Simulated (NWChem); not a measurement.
Molecule: C₂H₂N₃, doublet; SMILES C1=NC=N[N]1

Program: NWChem. Spin-unrestricted. In the optimisation the excess spin sits in a" (Cs, its own frame). Coordinates come from a PBE0/def2-SVP, spin-unrestricted optimisation. No stability test was run on the SCF state.

### Question
Predict the results for PBE0/def2-TZVPD. Quantities: highest occupied level (eV); lowest empty minus highest occupied level, either spin (eV); dipole (D).

### Answer
| Property | Result |
|---|---|
| highest occupied level (eV) | -8.12 |
| lowest empty minus highest occupied level, either spin (eV) | 3.04 |
| dipole (D) | 1.52 |
